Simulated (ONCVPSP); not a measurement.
**Pseudopotential generation for praseodymium: ONCV, PBE, scalar-relativistic.**

| Property | Result |
| --- | --- |
| Element | Pr |
| Generator | ONCVPSP 4.0.1 |
| Type | optimised norm-conserving Vanderbilt (ONCV) |
| Functional | PBE |
| Relativity | scalar-relativistic |
| Frozen core | [Kr] 4d10 4f2 |
| Valence charge | 11 |
| Reference configuration | 5s2 5p6 5d1.5 6s1.5 |
| Partial waves | 5s+6s: rc 2.85 bohr, ncon 4, nbas 8, qcut 3.5 1/bohr, 3 projectors, debl 0.8 Ha; 5p: rc 2.85 bohr, ncon 4, nbas 8, qcut 5.9 1/bohr, local; 5d: rc 3.10 bohr, ncon 3, nbas 7, qcut 3.9 1/bohr, 1 projector |
| Local potential | the p channel |
| Core correction | Teter function, fcfact 6, rcfact 1.1 |

Poles of the logarithmic derivatives, all-electron (AE) and pseudo (PS). s: poles at -1.5, 1.6 (AE) and -1.5, 1.6, 4.7 (PS) Ha. p: poles at -0.7, 2.2 (AE) and -0.7, 1.7 (PS) Ha. d: poles at 0.2, 2.7 (AE) and 0.2, 2.5 (PS) Ha. Test radii: s 2.90, p 2.90, d 3.15 bohr.

- Cutoffs needed: 5.6 Ha and 7.0 Ha (the cutoffs (Ha) at which the residual kinetic energy of the hardest occupied pseudo-wave falls to 1 and 0.1 mHa per electron)
- Ghost test: no bound ghost flagged; no localised positive-energy state flagged
- Largest excitation error: +351 meV (all-electron minus pseudo) for 5s2 5p6 5d1 6s0 6p2, out of 4 test configurations
- rms error of d²Exc/dni dnj: 4.28 mHa without and 0.65 mHa with the model core
